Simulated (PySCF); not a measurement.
Cartesian coordinates in Å; atom numbers follow the order of the lines, from 1:
```xyz
15

Si   -3.0558   -0.0238    0.3690
S    -2.3204   -0.2189   -1.6529
C    -0.5159   -0.0250   -1.4403
C     0.1279   -1.2951   -0.9143
S     1.9400   -1.1104   -0.7572
Si    1.8325    0.7964    0.2213
S    -0.1481    1.4206   -0.3616
H    -2.2664   -0.8513    1.3278
H    -3.1181    1.3866    0.8418
H    -4.4392   -0.5712    0.2537
H    -0.1380    0.1957   -2.4500
H    -0.0393   -2.1153   -1.6286
H    -0.3125   -1.5854    0.0511
H     1.9214    0.7545    1.7100
H     2.9209    1.6735   -0.2953
```

Geometry: PBE0-D3(BJ)/def2-SVP; GIAO absolute shieldings from PySCF, gas phase, non-relativistic, averaged over equivalent atoms.

At PBE0/pcSseg-1 (194 basis functions, 110 s wall time on 1 thread of an Intel Xeon, shared host):
| atoms | σ (ppm) |
| --- | --- |
| Si6 | 345.0 |
| Si1 | 414.6 |
| S7 | 582.1 |
| S2 | 593.9 |
| S5 | 628.6 |
| C3 | 126.5 |
| C4 | 138.1 |
| H14 | 25.79 |
| H15 | 25.83 |
| H8/H9/H10 | 26.68 |
| H11 | 27.32 |
| H12 | 28.47 |
| H13 | 28.57 |

Problem. Estimate the result of repeating the calculation with wB97X-D/pcSseg-1.

Solution. 
```json
{"atoms": "Si6", "σ at wB97X-D/pcSseg-1": "345.7", "change": "+0.7"}
{"atoms": "Si1", "σ at wB97X-D/pcSseg-1": "413.2", "change": "-1.4"}
{"atoms": "S7", "σ at wB97X-D/pcSseg-1": "584.4", "change": "+2.3"}
{"atoms": "S2", "σ at wB97X-D/pcSseg-1": "591.8", "change": "-2.1"}
{"atoms": "S5", "σ at wB97X-D/pcSseg-1": "631.8", "change": "+3.2"}
{"atoms": "C3", "σ at wB97X-D/pcSseg-1": "129.1", "change": "+2.6"}
{"atoms": "C4", "σ at wB97X-D/pcSseg-1": "139.2", "change": "+1.1"}
{"atoms": "H14", "σ at wB97X-D/pcSseg-1": "26.03", "change": "+0.24"}
{"atoms": "H15", "σ at wB97X-D/pcSseg-1": "26.05", "change": "+0.22"}
{"atoms": "H8/H9/H10", "σ at wB97X-D/pcSseg-1": "26.85", "change": "+0.17"}
{"atoms": "H11", "σ at wB97X-D/pcSseg-1": "27.63", "change": "+0.31"}
{"atoms": "H12", "σ at wB97X-D/pcSseg-1": "28.67", "change": "+0.20"}
{"atoms": "H13", "σ at wB97X-D/pcSseg-1": "28.80", "change": "+0.23"}
```

The largest change is at S5 (sulfur bonded to C, Si, in a 5-membered ring). Cost: 194 basis functions, 120 s wall time on 1 thread of an Intel Xeon, shared host.
